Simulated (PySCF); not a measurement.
Electron correlation in Cu²⁺ (copper, charge +2)

[Ar] 3d8 4p1, one real determinant (an excited configuration). Calculation: PySCF 2.14, in ANO-RCC-VTZP (6s5p3d2f1g, 59 functions); the spin-free X2C one-electron Hamiltonian (Gaussian nucleus). Frozen: [Ar]; 9 electrons correlated.

MP2 pair energies summed by pair of shells (mhartree):

| pair | energy | share (%) |
| --- | --- | --- |
| 3d-3d | -246.85 | 93.5 |
| 3d-4p | -17.06 | 6.5 |

Total MP2 correlation energy: -263.91 mhartree.

Same-spin part -103.92 and opposite-spin part -159.99 mhartree; SCS-MP2 scales them by 1/3 and 6/5 to -226.63 mhartree.

The reference is one real determinant that mixes LS terms of this configuration.
